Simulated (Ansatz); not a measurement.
Relaxation of AlClH6OSi (10 atoms, charge 0, multiplicity 1), to a largest force component of 0.03 eV/Å in at most 50 steps.

The calculation used RKS CAM-B3LYP-D4/def2-SVP (Ansatz 0.2.0).

```xyz
10
Properties=species:S:1:pos:R:3
Al -0.030 -0.457 -0.109
H -0.082 -0.557 1.446
O 1.366 -0.672 -1.031
H 2.268 -0.876 -0.773
Cl -1.774 -0.010 -1.188
Si -0.390 2.771 1.245
H -1.835 3.026 1.026
H 0.031 3.286 2.576
H 0.416 3.421 0.178
H -0.139 1.314 1.231
```

Q: Where does it end, and by what steps?

A: It converged. After 13 steps the energy has fallen by 0.305 eV; H2 moved furthest, 0.89 Å.

```csv
step,energy less start (eV),largest force component (eV/Å),accepted
0,0.0000,0.698,yes
1,-0.1341,0.370,yes
2,-0.1964,0.261,yes
3,-0.2310,0.299,yes
4,-0.2441,0.319,yes
5,-0.2515,0.365,yes
6,-0.2591,0.227,yes
7,-0.2701,0.182,yes
8,-0.2810,0.297,yes
9,-0.2885,0.306,yes
10,-0.2990,0.185,yes
11,-0.3034,0.030,yes
12,-0.3046,0.047,yes
13,-0.3049,0.024,yes
```

```xyz
10
Properties=species:S:1:pos:R:3
Al -0.080 -0.383 -0.018
H -0.395 -1.349 1.176
O 1.456 -0.209 -0.713
H 2.268 -0.642 -0.444
Cl -1.653 0.428 -1.168
Si -0.369 2.715 1.136
H -1.829 2.847 1.348
H 0.394 3.429 2.192
H 0.055 3.151 -0.212
H -0.017 1.259 1.304
```

Whether the end is a true minimum wasn't checked by a vibrational analysis.

Time of the run: 20 s on 4 threads of Arm Neoverse V2, on a shared host, peak memory 0.26 GiB.
